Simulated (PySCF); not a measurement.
**A small calculation by hand: chemical shift, span and skew from a shielding tensor**

chlorosilylformaldehyde (CH3ClOSi), SMILES O=C[SiH2]Cl. Atoms are numbered in the order given.

```xyz
7

O     -0.1774     2.5862     0.0000
C     -0.5927     1.4511     0.0000
Si     0.6800    -0.0030     0.0000
Cl    -0.3459    -1.8113     0.0000
H     -1.6984     1.2362     0.0000
H      1.5175     0.1006    -1.2221
H      1.5175     0.1006     1.2221
```
Charge 0, spin multiplicity 1.

The structure is a stationary point at B3LYP-D3(BJ)/def2-SVP. Other conformers were not sampled.

GIAO shieldings from PySCF with PBE/pcSseg-1, non-relativistic, no solvent. The symmetric part of the tensor of Si3 has the principal values 320.2, 368.1, 464.3 ppm. The same nucleus in TMS has σ = 335.4 ppm at this level (PySCF, at its B3LYP-D3(BJ)/def2-TZVP geometry). Without spin–orbit terms, shifts of atoms bonded to Cl or Br come out too high.

### Question
Work out the isotropic shielding, the ²⁹Si shift against TMS, the span and the skew.

### Answer

σ(iso) = (σ11 + σ22 + σ33)/3 = 384.2 ppm. δ = σ(ref) − σ(iso) = 335.4 − (384.2) = -48.8 ppm.
Span Ω = σ33 − σ11 = 144.1 ppm. Skew κ = 3(σ(iso) − σ22)/Ω = 0.34. Tumbling in solution averages the tensor to δ; in a static solid the shielding alone would spread this spin-1/2 line over Ω.
